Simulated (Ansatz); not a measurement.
## Swapping NH2 for Cl on Si: the atomisation energy

On one Si centre that keeps OH, n of the NH2 ligands are replaced by Cl. The atomisation energy (no zero-point term) y in kJ/mol at CCSD(T)/CBS estimate. Shapes: PBE0-D4/def2-TZVP. Flexible molecules stand in one conformer, not always the lowest. Programs: Ansatz 0.2.0.

| molecule | n | y (kJ/mol) |
| --- | --- | --- |
| Si(NH2)3(OH) | 0 | 4464 |
| Si(NH2)2(OH)Cl | 1 | ? |
| Si(NH2)(OH)Cl2 | 2 | 2939 |
| Si(OH)Cl3 | 3 | 2163 |

Fit y = c + s·n to the known rows and predict Si(NH2)2(OH)Cl.


1. Means of the 3 rows: n = 1.66667, y = 3188.7.
2. Σ(Δn)² = 4.6667, Σ(Δn·Δy) = -3576.3, so the slope is -3576.3/4.6667 = -766.34.
3. Intercept: 3188.7 − (-766.34) × 1.66667 = 4465.9. The largest residual of the fit is 5.8.
4. Si(NH2)2(OH)Cl: 4465.9 + (-766.34) × 1 = 3700 kJ/mol.

The run gave 3712 kJ/mol, so the prediction is off by -12 kJ/mol, more than the largest residual. The steps per swap are -752, -773, -776 kJ/mol. The slope is the difference between a Si–Cl and a Si–NH2 bond with the ligands’ own bonds. Other levels give for Si(NH2)2(OH)Cl: B3LYP-D4/def2-TZVPP 3694; PBE0-D4/def2-TZVPP 3674 kJ/mol. Spin-orbit coupling of the free atoms (NH2 0, Cl 4 kJ/mol each; the atoms kept shift only the intercept) is left out. The CBS estimate extrapolates MP2 from def2-TZVPP and def2-QZVPP and adds CCSD(T) − MP2 in the triple-zeta set, cores frozen.
